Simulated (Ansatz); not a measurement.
`[SeH][SiH]1BO1` + `C#CF` → `C#C[SeH]` + `F[SiH]1BO1` at 400 K and 1 bar (formal exchange of groups at the Se–Si bond).

Isolated molecules relaxed with PBE0-D4/def2-TZVP in Ansatz; ΔE leaves out vibrations. CCSD(T)/CBS is the MP2 limit (def2-TZVPP, def2-QZVPP) plus CCSD(T) − MP2 in def2-TZVPP, frozen cores. This one scheme is used for every species. For Se outer-core shells are correlated without core-valence functions, which leaves a few kJ/mol of doubt a bond. Scalar relativity is left out up to krypton. Each species was taken in one conformer, which may not be the lowest.

```csv
species,CCSD(T)/CBS energy (Eh),H − E (kJ/mol),S (J/(mol·K))
`[SeH][SiH]1BO1`,-2791.59801,115.3,350.1
`C#CF`,-176.38388,70.6,244.8
`C#C[SeH]`,-2477.92583,88.5,296.1
`F[SiH]1BO1`,-490.11970,95.5,307.5
```

H − E and S are ideal-gas, rigid-rotor, harmonic terms from PBE0-D4/def2-TZVP, for one conformer and one mirror image of each species. 1 Eh = 2625.50 kJ/mol, R = 8.31446 J/(mol·K).

Question: By hand: ΔE, ΔH, ΔS and ΔG.

Answer: ΔE = (-2477.92583) + (-490.11970) − (-2791.59801) − (-176.38388) = -0.06364 Eh = -167.1 kJ/mol. Δ(H − E) = 88.5 + 95.5 − 115.3 − 70.6 = -1.9, so ΔH = -169.0 kJ/mol. ΔS = 296.1 + 307.5 − 350.1 − 244.8 = 8.7 J/(mol·K). ΔG = -169.0 − 400 × (8.7)/1000 = -172.5 kJ/mol.

Question: By hand: the equilibrium constant, and the temperature at which ΔG would vanish if ΔH and ΔS stayed fixed.

Answer: log₁₀ K = −ΔG/(RT ln 10) = 22.5. ΔH and −TΔS have one sign here, so there is no such temperature.

The number of gas molecules stays the same, so ΔS is small and ΔH decides. A doubt of 5 kJ/mol in ΔE shifts log₁₀ K by 0.7 here. Other conformers and mirror images would add mixing entropy, several J/(mol·K) or more a flexible species. These are equilibria of isolated gas molecules and say nothing of rates. Largest T1 diagnostic: 0.015 (customary marks: 0.02 for closed shells, 0.045 for open ones).

ΔS is within the doubt of such terms, so its sign, and with it that verdict, could turn.
